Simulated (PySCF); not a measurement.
# Relaxation of singlet BrCl₄⁻

Computed with PBE0/[Br def2-SVPD, Cl def2-SVPD], no relativity, density fitting, PySCF. A (50,194) grid was used.

A hand-made see-saw start, of C2v symmetry, held to at least that symmetry:

Coordinates in bohr (charge -1 multiplicity 1):
```
Br    0.0000    0.0000   -0.9043
Cl    0.0000    4.0098   -0.5535
Cl    0.0000   -4.0098   -0.5535
Cl    3.1719    0.0000    1.5739
Cl   -3.1719    0.0000    1.5739
```

Optimiser trace:
```json
{"step": "0", "E − E(last) (kJ/mol)": "552.81", "largest gradient (Eh/bohr)": "0.13147"}
{"step": "1", "E − E(last) (kJ/mol)": "292.68", "largest gradient (Eh/bohr)": "0.06460"}
{"step": "2", "E − E(last) (kJ/mol)": "176.26", "largest gradient (Eh/bohr)": "0.03501"}
{"step": "3", "E − E(last) (kJ/mol)": "99.70", "largest gradient (Eh/bohr)": "0.02867"}
{"step": "4", "E − E(last) (kJ/mol)": "67.28", "largest gradient (Eh/bohr)": "0.02346"}
{"step": "5", "E − E(last) (kJ/mol)": "55.82", "largest gradient (Eh/bohr)": "0.01759"}
{"step": "6", "E − E(last) (kJ/mol)": "42.93", "largest gradient (Eh/bohr)": "0.01548"}
{"step": "7", "E − E(last) (kJ/mol)": "22.07", "largest gradient (Eh/bohr)": "0.01493"}
{"step": "8", "E − E(last) (kJ/mol)": "5.41", "largest gradient (Eh/bohr)": "0.00594"}
{"step": "9", "E − E(last) (kJ/mol)": "2.05", "largest gradient (Eh/bohr)": "0.00544"}
{"step": "10", "E − E(last) (kJ/mol)": "0.71", "largest gradient (Eh/bohr)": "0.00360"}
{"step": "11", "E − E(last) (kJ/mol)": "0.04", "largest gradient (Eh/bohr)": "0.00108"}
{"step": "12", "E − E(last) (kJ/mol)": "0.01", "largest gradient (Eh/bohr)": "0.00039"}
{"step": "13", "E − E(last) (kJ/mol)": "0.00", "largest gradient (Eh/bohr)": "0.00022"}
```

It ends at D4h with Br–Cl 2.414 Å (×4); Cl–Br–Cl 90.0° (×4), Cl–Br–Cl 180.0° (×2) (after a last refinement on a finer grid). A frequency run shows a minimum.

The relaxation took roughly 6 core-minutes on a shared host.
